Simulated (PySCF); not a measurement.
```xyz
3
charge 0 multiplicity 2, angstrom
Cl    0.1296    0.0000   -0.6728
I     2.4603    0.0000    0.0993
I    -2.4961    0.0000    0.0861
```

Method: PySCF, UPBE0, basis Cl def2-SVP, I def2-SVP with ECP28 (scalar-relativistic core potentials, no spin–orbit coupling, density fitting).

This geometry of ClI2 is a stationary point at this level.

(1) What is the point group?

(2) Is it a minimum?

(3) Which band is strongest in the infrared?

(4) Give the ideal-gas entropy at 298.15 K and 1 bar by parts.

(5) What is the atomisation energy, with and without zero-point energy?

Results:

(1) Cs.

(2) Yes: all harmonic wavenumbers are real, though the softest, 47 cm⁻¹, leaves little margin.

(3) 47 cm⁻¹ (a'), 37 km/mol.

(4) translation 179.5, rotation 121.7, vibration 47.1, spin 5.8; total 354.1 J/(mol K).

(5) 227 kJ/mol without, 225 kJ/mol with.

Other isomers or separated fragments may lie lower. With an element this heavy the missing spin–orbit coupling can shift these numbers.
